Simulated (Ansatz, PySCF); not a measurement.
C3H7Br, SMILES CC(C)Br. Atoms are numbered in the order given.

```xyz
11

C      1.5613    -0.1261    -1.2727
C      0.9300     0.4098     0.0000
C      1.5613    -0.1261     1.2727
Br    -1.0185    -0.0252     0.0000
H      1.4981    -1.2245    -1.3110
H      2.6275     0.1585    -1.2990
H      1.0730     0.2810    -2.1692
H      0.9348     1.5083     0.0000
H      1.4981    -1.2245     1.3110
H      2.6275     0.1585     1.2990
H      1.0730     0.2810     2.1692
```
Charge 0, spin multiplicity 1.

Geometry: B3LYP-D3(BJ)/def2-SVP.

Vertical ionisation energy (IE) and electron affinity (EA) in eV. Rows of orbital energies are one-electron estimates. Where ΔSCF, EOM or ADC give a negative EA the extra electron is unbound and the value depends on the basis.

```
level                                                                   IE     EA
-------------------------------------------------------------------  -----  -----
−ε(HOMO), −ε(LUMO), r2SCAN/def2-TZVP (PySCF)                          6.79   0.82
−ε(HOMO), −ε(LUMO), PBE/def2-TZVP (PySCF)                             6.49   1.08
ΔSCF, PBE0/def2-SVPD (Ansatz), final states of multiplicity 2 and 2  10.19  -1.28
ΔSCF, PBE/def2-SVPD (Ansatz), final states of multiplicity 2 and 2   10.01  -1.14
```

Problem. What vertical singlet–triplet gap does ΔSCF give with PBE0/def2-SVPD (Ansatz, a program for electronic structure) and with PBE/def2-SVPD (Ansatz)? (Estimate from the structure and the level; the computed values follow.)

Solution. 5.45 and 5.34 eV (triplet above singlet where positive).
